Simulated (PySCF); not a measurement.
H8NSi3, doublet, geometry from GFN2-xTB. Base run: PySCF with PBE0/3-21G.

The PySCF input:
```python
from pyscf import gto, scf, dft

mol = gto.Mole()
mol.atom = '''
    Si   -1.473646    0.979158    0.101193
    N    -0.028556    0.017753   -0.101142
    Si   -0.075573   -1.708221   -0.322898
    Si    1.479842    0.836267    0.206139
    H    -2.642154    0.170145   -0.234935
    H    -1.528225    1.516851    1.461783
    H     1.036645   -2.082061   -1.192683
    H    -1.358005   -2.024458   -0.947824
    H     0.039099   -2.380991    0.975474
    H     1.693709    0.969097    1.651661
    H     1.367092    2.157127   -0.411220
    H     2.562998    0.049173   -0.376322
'''
mol.basis = '3-21g'
mol.charge = 0
mol.spin = 1
mol.verbose = 4
mol.build()

mf = dft.UKS(mol)
mf.xc = 'pbe0'
mf.kernel()
```

The base run was repeated with changes; each row names its change, and settings that it needs were set with it.

```json
[
 {"change": "base", "ΔE vs base (mEh)": "0.000", "grid points": "149912", "electrons on the grid": "56.99999"},
 {"change": "grids.level = 2", "ΔE vs base (mEh)": "0.009", "grid points": "89752", "electrons on the grid": "56.99994"},
 {"change": "grids.prune = dft.gen_grid.treutler_prune", "ΔE vs base (mEh)": "0.001", "grid points": "133496", "electrons on the grid": "57.00000"},
 {"change": "grids.level = 0", "ΔE vs base (mEh)": "44.338", "grid points": "10896", "electrons on the grid": "57.00187"},
 {"change": "grids.atom_grid = (99, 590)", "ΔE vs base (mEh)": "0.001", "grid points": "386608", "electrons on the grid": "57.00000"},
 {"change": "grids.level = 5", "ΔE vs base (mEh)": "0.001", "grid points": "361096", "electrons on the grid": "57.00000"},
 {"change": "grids.level = 4", "ΔE vs base (mEh)": "0.001", "grid points": "240296", "electrons on the grid": "57.00000"},
 {"change": "grids.prune = dft.gen_grid.sg1_prune", "ΔE vs base (mEh)": "0.030", "grid points": "59952", "electrons on the grid": "56.99988"},
 {"change": "grids.prune = off", "ΔE vs base (mEh)": "0.000", "grid points": "247616", "electrons on the grid": "57.00000"},
 {"change": "grids.radi_method = gauss_chebyshev", "ΔE vs base (mEh)": "0.001", "grid points": "146312", "electrons on the grid": "56.99999"},
 {"change": "grids.atom_grid = (150, 974)", "ΔE vs base (mEh)": "0.001", "grid points": "967080", "electrons on the grid": "57.00000"}
]
```

Open shells are given as the SCF converged; they aren't shown to be the lowest states, and a large step between rows can be another state.
